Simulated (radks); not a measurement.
Valence configurations of the silicon ion Si+ (all share [Ne]). All-electron calculation, scalar-relativistic Kohn-Sham, PBE, spin-polarised, spherical densities, finite nucleus; open shells are filled with parallel spins first; Fermi nuclear charge, rms radius 3.1224 fm. Program: a radial shooting solver on a logarithmic mesh with Libxc functionals. Energies are relative to 3s2 3p1; eigenvalues in eV for spin up.

valence,E (eV),moment (Bohr magnetons),e(3p),e(3s)
3s2 3p1,0.000,1,-12.115,-19.503
3s1.5 3p1.5,2.858,2,-12.759,-20.253
3s1 3p2,5.181,3,-13.273,-20.886
3s0.5 3p2.5,8.994,3,-13.562,-21.201
3p3,12.819,3,-13.840,-

NIST lists [Ne] 3s2 3p1 as the ground configuration; this level of theory agrees among the configurations tried. The energies are those of spherical high-spin densities, not of single terms.
